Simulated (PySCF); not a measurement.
# Te- (tellurium, charge -1) across methods

[Kr] 4d10 5s2 5p5, 2P determinant. Computed with PySCF 2.14 in aug-cc-pwCVTZ-DK3 with one added diffuse shell each of s, p, d, f type (11s10p8d5f1g, 125 functions), with scalar relativity by spin-free X2C-1e.

| method | E (hartree) | mean ε 5s β (eV) | mean ε 5p α (eV) | mean ε 5p β (eV) | Σ⟨r²⟩ (bohr²) | ⟨S²⟩ |
| --- | --- | --- | --- | --- | --- | --- |
| UHF | -6790.66679 | -12.575 | -3.002 | -2.071 | 82.22 | 0.764 |
| PBE | -6793.15 | -7.876 | 0.161 | 0.697 | 84.50 | 0.755 |
| PBEsol | -6790.13 | -7.904 | 0.171 | 0.714 | 83.92 | 0.754 |
| r2SCAN | -6793.57 | -8.054 | -0.055 | 0.567 | 82.48 | 0.758 |
| PBE0 | -6793.22 | -9.230 | -0.743 | -0.130 | 82.41 | 0.755 |
| CAM-B3LYP | -6793.94 | -10.855 | -1.834 | -1.269 | 82.29 | 0.754 |
| LDA | -6787.23 | -8.164 | 0.074 | 0.583 | 83.84 | 0.752 |

Estimate the same row for wB97M-V.

E (hartree) = -6793.09; mean ε 5s β (eV) = -11.776; mean ε 5p α (eV) = -2.677; mean ε 5p β (eV) = -2.061; Σ⟨r²⟩ (bohr²) = 82.54; ⟨S²⟩ = 0.754.

The highest occupied level is positive at PBE, PBEsol, r2SCAN, LDA: only the finite basis holds that electron, which in a density functional comes from self-interaction.
